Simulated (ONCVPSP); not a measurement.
## O, ONCV: configuration errors across variants

O (Z = 8), optimised norm-conserving Vanderbilt (ONCV), made with ONCVPSP 4.0.1 (PBE, scalar-relativistic). Core [He], reference 2s2 2p4. Waves: 2s: rc 0.60 bohr, ncon 3, nbas 7, qcut 12.2 1/bohr, 2 projectors, debl 3.4 Ha; 2p: rc 1.65 bohr, ncon 4, nbas 7, qcut 7.7 1/bohr, 2 projectors, debl 2.9 Ha; d scattering state at 0.43 Ha: rc 1.40 bohr, ncon 5, nbas 8, qcut 7.5 1/bohr, 3 projectors, debl 0.9 Ha. Local part: polynomial inside 0.50 bohr (lpopt 1, dvloc0 1 Ha). Core correction: polynomial model core, fcfact 0.5.

All-electron excitation energies from the reference (eV): (1) 2s2 2p3 16.431; (2) 2s2 2p2 50.017; (3) 2s2 2p1 103.885; (4) 2s1 2p5 14.950.

A true bound ghost makes a file unfit for plane-wave use even where its test errors are small: the radial tests pick states by their node count and pass the ghost by.

Errors AE − PS in meV (a dash: test not solved or not reliable):

| change | (1) | (2) | (3) | (4) | bound ghosts | GHOST(+) flags above zero |
| --- | --- | --- | --- | --- | --- | --- |
| base | +46 | +359 | +1355 | -0.6 | s, d | d |
| d: qcut 4.6 | +46 | +359 | +1355 | -0.6 | s, d | none |
| d: qcut 6 | +46 | +359 | +1355 | -0.6 | s, d | d |
| d: qcut 6.7 | +46 | +359 | +1355 | -0.6 | s, d | d |
| d: qcut 9 | +46 | +359 | +1355 | -0.6 | s | none |
| d: qcut 10 | +46 | +359 | +1355 | -0.6 | s | none |
| d: qcut 11.1 | +46 | +359 | +1355 | -0.6 | s | none |

Q: Give the same row for: d: qcut 8.1.

A: +46, +359, +1355, -0.6; bound ghosts: s, d; GHOST(+) flags above zero: none.
